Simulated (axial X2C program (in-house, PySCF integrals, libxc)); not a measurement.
Correcting the dissociation energy of BeF⁺ for spin–orbit coupling

A spin-free CCSD(T) curve (one-electron X2C) was computed with an axial X2C code built on PySCF integrals, basis F dyall-av3z [7s6p3d2f], Be dyall-cv3z [8s8p3d1f] (cores contracted in-house), for the state M_S = 0, Λ = 0 (closed shell). It gives D0 = 5.962 eV to F + Be+, which in a spin-free picture are the weighted means of the ground terms.

Correlated methods: 8 electrons correlated (number of frozen shells: F 1 s; Be 1 s), 176 virtual spin orbitals or spinors in MP2, 80 natural virtuals in coupled cluster.

Measured levels of the ground terms (NIST Handbook of Basic Atomic Spectroscopic Data), in cm⁻¹: F 2P: J = 3/2 at 0, J = 1/2 at 404.1; Be+ 2S: J = 1/2 at 0.

The molecular state has Λ = 0, so it has no first-order lowering.

Task: How far does each ground level lie under the (2J+1)-weighted mean of its term?

Result: F: (4 × 0 + 2 × 404.1)/6 = 135 cm⁻¹; Be+: a single level, 0.

Task: Correct D0.

Result: D0 = 5.962 + (0 − 135)/8065.5 = 5.945 eV at CCSD(T) with these spin–orbit terms. The direct two-component run gives 5.946 eV; the difference holds second-order terms in the molecule, scalar two-electron terms, the gap between measured and computed atomic splittings (a 2c atom can miss part of its lowering) and, in coupled cluster, the truncation of each run.

Second-order spin–orbit effects in the molecule, which grow quickly with Z, are left out. The state is a single determinant with fixed occupations, the lowest that a limited PBE0 search found. De is counted from the lowest determinant-based energies of the atoms at the same level, without counterpoise correction. CCSD and (T) use frozen natural virtuals with an MP2 correction for the truncation; (T) itself is uncorrected, so its De runs slightly low.
